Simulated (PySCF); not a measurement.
## Radial density of S²⁺ (sulfur, charge +2)

UHF, [Ne] 3s2 3p2, high-spin 3P determinant. Computed with PySCF 2.14 in dyall-av3z (19s12p3d2f, 84 functions), with the non-relativistic Hamiltonian (point nucleus).

```
r (bohr)  4πr²ρ (e/bohr)  4πr²(ρα − ρβ)
 0.00157         0.07905         0.0000
 0.00265          0.2161         0.0000
 0.00445          0.5771         0.0000
 0.00749           1.482         0.0000
  0.0126           3.562         0.0001
  0.0212           7.667         0.0006
  0.0356           13.73         0.0032
  0.0599           18.22         0.0172
   0.101           15.74         0.0737
   0.170           11.95         0.2143
   0.285           16.76         0.3018
   0.480           13.93         0.0422
   0.807           3.774         0.2620
    1.36           2.932         1.3016
    2.28           1.227         0.6844
    3.84         0.05271         0.0370
    6.46       0.0001035         0.0001
```
